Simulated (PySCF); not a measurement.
**Spin states and ions at one geometry of [OsO3(H2O)2]2+**

PySCF 2.14.0, RKS TPSS, Os def2-SVP with ECP60, O def2-SVP, H def2-SVP; non-relativistic Hamiltonian with scalar-relativistic core potentials where named; density fitting; no spin-orbit coupling; singlets restricted, open shells unrestricted. The geometry is relaxed for charge +2, singlet, vacuum:

```xyz
10

Os    0.1362    0.0254    0.0865
O    -0.1344    0.5000    1.6860
O     1.7939   -0.3205    0.0073
O    -0.0673    1.3974   -0.8788
O    -2.0565   -0.3437   -0.1031
H    -2.6278   -0.4053    0.7047
H    -2.5864    0.1363   -0.7898
O    -0.1110   -1.9318   -0.6235
H    -0.9947   -2.3498   -0.7967
H     0.6333   -2.5599   -0.8317
```

Energies count from the relaxed state; an electron taken off or put on is at rest in vacuum. Charges and spins are Mulliken's.

```json
{"state": "charge +2, singlet, vacuum", "energy (eV)": "0.00", "spin squared": "0.00", "charge on Os1 (e)": "1.42", "spin on Os1 (e)": "0.00", "dipole about the centre of mass (D)": "9.40"}
{"state": "charge +3, doublet, vacuum", "energy (eV)": "23.20", "spin squared": "0.78", "charge on Os1 (e)": "1.52", "spin on Os1 (e)": "-0.19", "dipole about the centre of mass (D)": "10.39"}
{"state": "charge +1, doublet, vacuum", "energy (eV)": "-13.52", "spin squared": "0.75", "charge on Os1 (e)": "1.18", "spin on Os1 (e)": "0.55", "dipole about the centre of mass (D)": "9.54"}
```

Problem. What does the state charge +2, triplet, vacuum give?

Solution. energy (eV) 2.35, spin squared 2.02, charge on Os1 (e) 1.32, spin on Os1 (e) 0.46, dipole about the centre of mass (D) 9.00.

With an electron taken off (doublet) the charges change, summed by element, by Os +0.10 e, O +0.73 e, H +0.17 e. The vertical ionisation energy is 23.20 eV, against −ε(HOMO) = 19.98 eV of the relaxed state. The level lies 3.2 eV too high, as is usual for semilocal functionals and global hybrids, which keep a self-interaction error.

With an electron put on (doublet) the charges change, summed by element, by Os -0.24 e, O -0.56 e, H -0.20 e. The vertical electron affinity is 13.52 eV, against −ε(LUMO) = 16.92 eV of the relaxed state.

Open shells may have lower solutions than those found.

No frequency check is given that shows the relaxed geometry to be a minimum.
